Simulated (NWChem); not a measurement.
Molecule: SiIClF₂; SMILES F[Si](F)(Cl)I

```xyz
5

F     -1.2632     1.3217     1.2880
Si    -0.3833     0.9598     0.0000
F     -1.2632     1.3217    -1.2880
Cl     1.2775     2.1208     0.0000
I      0.1205    -1.3827     0.0000
```
Atoms are numbered in this order, from 1.

All runs: NWChem. Coordinates come from a PBE0/def2-SVP optimisation. def2 effective core potentials on I; no spin-orbit coupling. B3LYP is NWChem's, with the RPA form of VWN correlation. Vertical excitations in the gas phase; the lowest state need not have the same character in each row.

Q: Order these by “lowest excitation, singlet (eV)”, lowest first: LDA (Slater exchange, VWN5)/def2-SVP, full TDDFT; B3LYP/def2-SVP, full TDDFT; Hartree-Fock/def2-SVP, TDHF.

A: LDA (Slater exchange, VWN5)/def2-SVP, full TDDFT (5.51), B3LYP/def2-SVP, full TDDFT (5.83), Hartree-Fock/def2-SVP, TDHF (6.96)
